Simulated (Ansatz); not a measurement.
Br⁻ ··· CH₄S

The pair of Br⁻ (SMILES [Br-], atom 1) and CH₄S (SMILES CS, atoms 2–7), both closed shells, in one local arrangement (a lower one may exist), relaxed at PBE0-D4/def2-TZVPD:

```
7
angstrom
Br 0.3812 1.3541 -2.5594
C 0.2243 -0.5530 0.6638
S -1.2756 0.4546 0.5482
H 0.8065 -0.3592 -0.2403
H -0.0258 -1.6141 0.7172
H 0.8104 -0.2759 1.5419
H -0.9210 0.9936 -0.6713
```

Computed with Ansatz 0.2.0 (basis: def2-TZVPPD, with def2-QZVPPD for the basis limit); correlated methods freeze the cores. Filled d shells of the heavier atoms are correlated. The def2 sets are not built for correlating such inner shells, so the correlated values are less sure here. B3LYP uses VWN-RPA correlation. Extrapolation: Hartree–Fock as exp(−7.88 √X), correlation as X^−2.97. Interaction energies count from these two fragments, frozen as in the pair, with the counterpoise correction; negative means bound.

What is the interaction energy by CCSD(T) at an estimated basis limit (MP2 extrapolated from triple and quadruple zeta, plus CCSD(T) − MP2 in triple zeta)? (To be estimated.)

The calculation gives: -13.01 kcal/mol. Hartree–Fock alone gives -6.46 kcal/mol at the basis limit. It counts from the two fragments frozen as in the pair.

The same quantity by other methods in triple zeta, and each one's difference from that estimate:
| method | E_int (kcal/mol) | difference |
| --- | --- | --- |
| PBE-D4 | -14.91 | -1.91 |
| revPBE-D4 | -14.06 | -1.06 |
| BLYP-D4 | -13.37 | -0.37 |
| r2SCAN-D4 | -14.07 | -1.07 |
| B97M-V | -13.11 | -0.10 |
| PBE0-D4 | -14.06 | -1.06 |
| B3LYP-D4 | -13.08 | -0.08 |
| HSE06-D4 | -14.11 | -1.11 |
| wB97X-V | -12.42 | 0.58 |
| wB97M-V | -12.36 | 0.64 |
| B2PLYP | -11.47 | 1.54 |
| HF | -6.45 | 6.56 |
| MP2 | -12.70 | 0.30 |
| CCSD | -10.66 | 2.35 |
| CCSD(T) | -11.61 | 1.39 |
Differences are method less estimate.

Which atoms make the shortest contact between the fragments?

Br1 and H7, 2.32 Å apart.

Energy to bend the free fragments (PBE0-D4 minima) into their shapes in the pair, CCSD(T)/def2-TZVPPD: CH₄S 2.25 kcal/mol. This must be added to the interaction energy to get the binding energy from relaxed fragments.

Basis-set superposition shift (counterpoise-corrected less uncorrected): CCSD(T) 1.60; MP2 1.55; HF 0.11; PBE0-D4 0.14; wB97M-V 0.12 kcal/mol.

No T1 diagnostic of these runs exceeds 0.010.

For scale, one of the runs: CCSD(T)/def2-TZVPPD, 213 basis functions, launched by `ansatz run in.yaml --threads 4 --pin off --events-out ev --progress --plain --max-ram 9574MiB`. Hardware: 4 CPU threads of an Intel Xeon 6975P-C, shared host. Wall time 22 s; peak host memory 3.2 GiB.
